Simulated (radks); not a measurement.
The numbers below are computed, except where a source is named.
Task: All-electron atom: Xe II in [Kr] 4d10 5s2 5p3 4f2 (not the ground configuration). Code: a radial shooting solver on a logarithmic mesh with Libxc functionals. Model: Dirac Kohn-Sham, exchange-only LDA, spin-unpolarised, spherical densities, finite nucleus; open shells fill j = l - 1/2 first; Fermi nuclear charge, rms radius 4.7859 fm.

Spin-orbit splittings of the eigenvalues, e(l+1/2) - e(l-1/2), with zeta = 2 splitting/(2l+1) and mean radii in bohr:

| shell | occ. | splitting (eV) | zeta (eV) | <r> j=l-1/2 | <r> j=l+1/2 |
|---|---|---|---|---|---|
| 2p | 6 | 324.2 | 216.1 | 0.09624 | 0.1020 |
| 3p | 6 | 61.55 | 41.03 | 0.2965 | 0.3082 |
| 3d | 10 | ? | ? | 0.2789 | 0.2826 |
| 4p | 6 | 12.38 | 8.256 | 0.7461 | 0.7744 |
| 4d | 10 | 1.997 | 0.7990 | 0.8706 | 0.8816 |
| 4f | 2 | 0.01665 | 0.004757 | 5.089 | 5.169 |
| 5p | 3 | 1.586 | 1.058 | 2.033 | 2.115 |

Estimate the 3d splitting.

Result: 13.02 eV (zeta = 5.210 eV).
